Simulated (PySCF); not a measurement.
**HIrO: one-bond stretch**

All numbers come from PySCF, UPBE0, basis Ir def2-TZVP with ECP60, O def2-TZVP, H def2-TZVP (scalar-relativistic core potentials, no spin–orbit coupling, density fitting).

Rigid scan from the triplet minimum (Ir–H 1.561 Å, Ir–O 1.686 Å; H–Ir–O 101.4°). Coordinate: the bond from Ir to the last atom (H) scaled, the rest fixed. Energies in kJ/mol from the minimum.

| scale of one bond | E (kJ/mol) | dipole size (D) | ⟨S²⟩ |
| --- | --- | --- | --- |
| 0.92 | 18.3 | 2.74 | 2.02 |
| 0.96 | 4.1 | 2.74 | 2.02 |
| 1.00 | 0.0 | 2.73 | 2.02 |
| 1.05 | 5.2 | 2.73 | 2.02 |
| 1.12 | 25.6 | 2.72 | 2.02 |
| 1.20 | 59.8 | 2.71 | 2.02 |
| 1.35 | 135.5 | 2.70 | 2.03 |
| 1.55 | 228.4 | – | 2.25 |
| 1.80 | 290.9 | – | 2.73 |
| 2.20 | 319.2 | – | 2.96 |

Spin contamination is strong at 1.55, 1.80, 2.20, so these points are less reliable.

With open d or f shells other occupations or spin states may lie lower. No spin–orbit coupling is included, which matters more the heavier the element.

Other isomers or separated fragments may lie lower.

The scan took 29 s on 2 threads of a shared Arm Neoverse N1 host; the process peaked at 0.74 GiB. Launch command: `OMP_NUM_THREADS=2 python axn.py task.json out`.
